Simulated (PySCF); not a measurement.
A structure optimised at PBE0-D3(BJ)/def2-SVP, used in a PySCF frequency run:

```
P
O 1 1.4876
O 1 1.6228 2 115.22
H 3 0.9675 1 111.64 2 -148.83
O 1 1.6418 2 116.53 3 -114.53
H 5 0.9672 1 111.57 2 -42.13
```
Charge 0, spin multiplicity 2.

Task: Write its SMILES and formula.

Result: O=[P](O)O, H2O3P

Task: What are its rotational constants (standard atomic weights)?

Result: 8.5701, 7.5481, 4.3473 GHz
